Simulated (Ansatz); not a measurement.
```xyz
14

C    -0.6895    0.2802    1.3931
N     0.0662   -0.2408    0.2785
C     1.2951   -0.8938    0.6665
Sn   -0.0452    0.6845   -1.4893
O    -1.9201    0.6643   -2.0153
F     0.9410   -0.5247   -2.6101
H    -0.1349    1.0238    1.9874
H    -0.9654   -0.5371    2.0721
H    -1.6188    0.7435    1.0508
H     1.0711   -1.7484    1.3180
H     1.9813   -0.2327    1.2191
H     1.8184   -1.2789   -0.2108
H     0.5390    2.2447   -1.8118
H    -2.3382   -0.1848   -1.8482
```

The species carries charge 0 and has multiplicity 1. Sn takes the def2 core potential.

Question: List the r2SCAN/def2-TZVPP orbital energies in eV (Ansatz). (An estimate is asked.)

Answer: Computed: Occupied: -664.88, -515.69, -385.48, -273.92, -273.77, -137.72, -92.61, -92.55, -92.49, -29.83, -27.60, -27.07, -26.93, -26.90, -26.63, -25.02, -23.49, -18.62, -16.09, -13.71, -12.23, -11.67, -11.64, -11.09, -10.01, -9.80, -9.57, -9.35, -9.17, -8.63, -8.14, -7.67, -5.50. Lowest empty: -1.43, -0.31, -0.13, 1.23, 1.94, 2.54, 2.60, 2.67.
